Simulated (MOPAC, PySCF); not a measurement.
[Zn(OH)(Br)], neutral singlet in the gas phase. 

Cartesian coordinates (Å):
```xyz
4

Zn    -0.0690     0.0254     0.0561
O     -0.8493    -1.5582    -0.1924
H     -0.8203    -2.1030     0.6163
Br     0.8687     2.0529     0.1898
```
Charge 0, spin multiplicity 1.

All levels are single points at this geometry (PBE-D3(BJ)/def2-SVP); Pople sets use spherical d functions. Orbital energies aren't observables, and empty levels follow the basis.

PBE-D3(BJ)/def2-TZVP in PySCF gives HOMO (eV) = -6.93.

Problem. Estimate the HOMO (eV) from each of these levels: TPSSh-D3(BJ)/def2-TZVP in PySCF; SVWN5/6-31G* (LANL2DZ on Zn) in PySCF; HF/3-21G in PySCF; HF/6-31G* (LANL2DZ on Zn) in PySCF; PM6 in MOPAC.

Solution. 
```
level                                  HOMO (eV)
-------------------------------------  ---------
TPSSh-D3(BJ)/def2-TZVP in PySCF            -7.60
SVWN5/6-31G* (LANL2DZ on Zn) in PySCF      -6.79
HF/3-21G in PySCF                         -11.02
HF/6-31G* (LANL2DZ on Zn) in PySCF        -11.34
PM6 in MOPAC                              -11.37
```
